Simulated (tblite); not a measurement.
sodium chloride (ClNa), singlet, geometry from GFN2-xTB (such geometries of metal compounds can be far from the true shape); GFN1-xTB in tblite 0.6.0.

tblite was given this input:
```
$ tblite run mol.xyz --method gfn1 --charge 0 --spin 0 --grad --json tblite.json --no-restart

# file mol.xyz
2

Na    -0.00000000    -0.00000000    -1.36328114
Cl     0.00000000     0.00000000     0.88212309
```

What the program printed (banner, timings and long lists left out):

```
xTB calculator
 | screened Coulomb repulsion
 | Coulomb electrostatics
 |  * isotropic Klopman-Ohno-Mataga-Nishimoto electrostatics
 |  * onsite third-order electrostatics
 | DFT-D3(BJ) dispersion correction

halogen bonding energy    0.0000000000000E+00 Eh
repulsion energy          7.1169811639926E-03 Eh
dispersion energy        -2.3670801944850E-04 Eh
number of electrons       8.0000000000000E+00 e
integral cutoff           4.0000000000000E+01 bohr

------------------------------------------------------------
  cycle        total energy    energy error   density error
------------------------------------------------------------
      1     -4.592952008873  -4.5998323E+00   5.9366214E-01
      2     -4.599451219338  -6.4992105E-03   3.4090577E-01
      3     -4.602560597376  -3.1093780E-03   4.4695931E-02
      4     -4.602070548945   4.9004843E-04   8.1286677E-02
      5     -4.602802594166  -7.3204522E-04   3.5865244E-04
      6     -4.602802587559   6.6072472E-09   3.9421950E-04
      7     -4.602802601675  -1.4115625E-08   1.1243823E-05
------------------------------------------------------------

electronic energy        -4.6096828748191E+00 Eh
total energy             -4.6028026016746E+00 Eh

Post processing:
 | Mayer-Wiberg bond orders

[Info] Tight-binding results written to 'tblite.txt'
[Info] JSON dump of results written to 'tblite.json'
```
